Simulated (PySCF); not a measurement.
Here is a job for PySCF.
```python
from pyscf import gto, scf, dft, tdscf

mol = gto.M(
    atom='''
Sb   -0.000928   -0.000202    0.055070
H    -0.858578   -1.039792   -0.954754
H    -0.450424    1.282413   -0.939369
H     1.356337   -0.232333   -0.914467
''',
    basis='def2-svp',
    ecp={'Sb': 'def2-svp'},
    charge=0,
    spin=0,
    verbose=4,
)

mf = dft.RKS(mol)
mf.xc = 'pbe0'
mf.kernel()
td = mf.TDDFT()
td.nstates = 15
td.kernel()
td.analyze(verbose=3)
```

Q: Estimate the total energy that PBE0/def2-SVP, TDDFT in PySCF returns for this input.

A: -242.0182 Eh

Q: What is the computed number of basis functions (PBE0/def2-SVP, TDDFT)?

A: 41

Q: Predict the excitation energies found from PBE0/def2-SVP, TDDFT.

A: 6.67, 6.67, 7.99, 8.04, 8.84, 8.84 eV
